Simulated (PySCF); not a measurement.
Spectrum to structure. Level of theory: TDDFT wB97X-D/def2-SVPD, vertical, gas phase, core orbitals frozen in the response (PySCF 2.14.0, density-fitted response routines). Geometries: PBE0-D3(BJ)/def2-SVP, one conformer each.

```tsv
state	E (eV)	f	main configurations (H = HOMO, L = LUMO)
S1	7.36	0.427	H→L (93%)
S2	7.57	0.065	H→L+1 (43%), H→L+3 (29%), H→L+4 (15%)
S3	7.80	0.0054	H→L+2 (65%), H→L+3 (8%)
S4	7.87	0.0053	H-1→L (44%), H-4→L (22%), H→L+2 (11%)
S5	8.38	0.0026	H→L+1 (35%), H→L+4 (21%), H→L+5 (13%)
S6	8.47	0.0061	H-2→L (26%), H-5→L (22%), H-4→L (18%)
S7	8.58	0.0056	H→L+4 (40%), H→L+3 (21%)
S8	8.66	0.035	H-2→L (55%), H-3→L (27%), H-4→L (9%)
S9	8.77	0.031	H-1→L+1 (47%), H-2→L+1 (16%), H-1→L+3 (14%)
S10	8.83	0.015	H-2→L+2 (30%), H-1→L+2 (22%), H→L+6 (10%)
```

Orbital energies (eV): HOMO-3 -10.63, HOMO-2 -10.40, HOMO-1 -10.34, HOMO -9.18, LUMO 2.13, LUMO+1 2.54, LUMO+2 2.68.

Question: Which structure fits? All have the formula C8H14.
A. `C1CCC2(CC1)CC2`
B. `C=C[C@H](C)C1CCC1`
C. `C1CC[C@H]2CC[C@H]2C1`

Answer: B. Its S1, at 7.36 eV, is the lowest among the candidates; the nearest of the others has S1 at 7.88 eV. S1 is HOMO→LUMO (93%). Löwdin shares by element: HOMO carbon 79% or more (atoms not listed hold the other 21%); LUMO carbon 63% or more, hydrogen 11% or more (atoms not listed hold the other 26%). At the same level the other candidates give, for their lowest levels:
- `C1CC[C@H]2CC[C@H]2C1`: 8.13 eV (f 0.009); 8.36 eV (f 0.029); 8.50 eV (f 0.005); 8.53 eV (f 0.006); 8.71 eV (f 0.042); T1 7.97 eV; HOMO -9.71, LUMO 2.45 eV
- `C1CCC2(CC1)CC2`: 7.88 eV (f 0.023); 8.16 eV (f 0.010); 8.29 eV (f 0.011); 8.50 eV (f 0.007); 8.58 eV (f 0.054); T1 7.78 eV; HOMO -9.37, LUMO 2.41 eV

The values belong to the conformer `[CH2:1]=[CH:2][C@H:3]([CH3:4])[CH:5]1[CH2:6][CH2:7][CH2:8]1`: C1–C2–C3–C4 -122°, C2–C3–C5–C6 -65°.
Triplets come from the Tamm–Dancoff approximation.
